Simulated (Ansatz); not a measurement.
A CCSD(T) single point on C2H7AlBFO (`[BH2][Al]([CH2]F)[O]C`).

```yaml
crystal:
  periodic: [false, false, false]
  atoms:
    - {symbol: B, position_ang: [0.089652, -2.594180, -0.849058]}
    - {symbol: Al, position_ang: [0.171159, -0.584202, -0.166381]}
    - {symbol: C, position_ang: [1.845893, 0.328462, 0.409751]}
    - {symbol: F, position_ang: [1.598386, 1.649327, 0.811947]}
    - {symbol: O, position_ang: [-1.287027, 0.256196, -0.122778]}
    - {symbol: C, position_ang: [-1.758582, 1.525811, 0.226165]}
    - {symbol: H, position_ang: [0.218483, -2.893888, -2.003265]}
    - {symbol: H, position_ang: [-0.080668, -3.523665, -0.110232]}
    - {symbol: H, position_ang: [2.331414, -0.184707, 1.250651]}
    - {symbol: H, position_ang: [2.596953, 0.364864, -0.390736]}
    - {symbol: H, position_ang: [-2.505142, 1.441171, 1.022896]}
    - {symbol: H, position_ang: [-2.243402, 1.994324, -0.636804]}
    - {symbol: H, position_ang: [-0.956718, 2.185689, 0.572646]}
basis:
  gaussian: {orbitals: def2-TZVPP}
correlation: {method: ccsd_t}
```

```sh
$ ansatz run in.yaml --threads 4 --pin off --events-out ev --progress --plain --max-ram 10444MiB
```

Output of Ansatz, abridged:

```
Functional definition: HF
1769 factors; integrals over basis functions are off by at most 1.1e-3 eV
mean field evaluation 1: about -14167.9511 eV, gradient 4.3e1 eV
mean field evaluation 2: about -14168.1795 eV, gradient 4.3e1 eV
mean field evaluation 4: about -14172.3800 eV, gradient 4.7e0 eV
mean field evaluation 8: about -14172.4664 eV, gradient 3.2e-1 eV
mean field -14172.46688338 eV, -520.8285515210 hartree, gradient 7.9e-6 eV, S^2 0.000000; 0 other end points of the search recorded, 0 dependent functions left out
10 core orbitals not correlated: weight in the atoms' cores, before any rotation towards them, 1.000 or more for the frozen orbitals, at most 0.000 for the correlated occupied ones
reference -14172.46688338 eV, -520.8285515210 hartree; 17, 17 occupied and 268, 268 virtual orbitals, 1769 factors
second order -27.17251244 eV of doubles, -0.00000000 eV of singles
cycle   1  -27.73263129 eV  change   -5.6e-1 eV  update   1.1e-1
cycle   2  -28.39263846 eV  change   -6.6e-1 eV  update   3.5e-2
cycle   3  -28.56215779 eV  change   -1.7e-1 eV  update   1.9e-2
cycle   4  -28.54737112 eV  change    1.5e-2 eV  update   4.6e-3
cycle   5  -28.54555229 eV  change    1.8e-3 eV  update   2.5e-3
cycle   6  -28.54696448 eV  change   -1.4e-3 eV  update   8.7e-4
cycle   7  -28.54665691 eV  change    3.1e-4 eV  update   4.2e-4
cycle   8  -28.54642924 eV  change    2.3e-4 eV  update   1.9e-4
cycle   9  -28.54648347 eV  change   -5.4e-5 eV  update   1.1e-4
cycle  10  -28.54657307 eV  change   -9.0e-5 eV  update   5.5e-5
cycle  11  -28.54649494 eV  change    7.8e-5 eV  update   2.9e-5
cycle  12  -28.54651565 eV  change   -2.1e-5 eV  update   1.4e-5
perturbative correction -0.98282053 eV, -0.0361179882 hartree
Total energy: -14201.99621955 eV, -521.9137346098 hartree
```

It took 18 min on 4 threads of an Arm Neoverse V1 on a shared host, with 3.8 GiB of host memory at the peak.

Correlation energy per correlated electron: -0.869 eV. T1 diagnostic: 0.0121.
